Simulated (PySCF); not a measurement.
B(Me)(Vi)(NH2), C3H8BN, SMILES C=CB(C)N at its PBE0/def2-SVP optimised geometry (Å):

```
13

B     -0.1008    -0.5810     0.0000
C     -0.9089    -1.9406     0.0017
H     -1.5960    -1.9850     0.8636
H     -0.2784    -2.8433     0.0207
H     -1.5503    -1.9963    -0.8952
C     -0.8645     0.7975     0.0000
C     -0.4292     1.9112     0.6046
H     -1.8524     0.8473    -0.4795
H     -1.0053     2.8433     0.6167
H      0.5278     1.9380     1.1407
N      1.2990    -0.5810     0.0000
H      1.8524    -1.4268     0.0357
H      1.8493     0.2665    -0.0534
```

Method: PBE0/def2-TZVP (PySCF). Cells within 0.4 Å of a nucleus heavier than hydrogen are left out (blank, or x).

Map of the LUMO amplitude (bohr^(-3/2)) on the plane z = 0.0 Å; orbital energy -0.45 eV, overall sign arbitrary:

```
|22222222222233332222222222222|
|22222222223333333322222222222|
|22222222233333333333222222222|
|22222222233333333333322222222|
|22222222333344444333322222222|
|22222222333445554433332222222|
|22222222233456665433332222222|
|22222222233468875443333222222|
|22222233223469975443333222222|
|22223333332347765433333222222|
|22223333333213444333333322222|
|22233334444xx0233333333322222|
|22233334567xx0122333333222222|
|22233334557741122222222222222|
|22233334455542222222222222222|
|2222333344444xx23xx2222222222|
|2222333333333xx33xx2222222222|
|22223333333222233432222222222|
|22222333322211223332222222222|
|22222233222xx1222322222222222|
|22222222222xx2222222222222222|
|22222222222333332222222222222|
|22222222223333333222222222222|
|22222222233333333222222222222|
|22222222223333333222222222222|
|22222222223333333222222222222|
|22222222222333332222222222222|
|22222222222222222222222222222|
|22222222222222222222222222222|
```
Scale: ten equal steps from -0.057 (start of '0') to 0.144 (end of '9'), in the order '0123456789'; x runs from -5.00 to 5.00, y from -5.00 (bottom) to 5.00 (top).
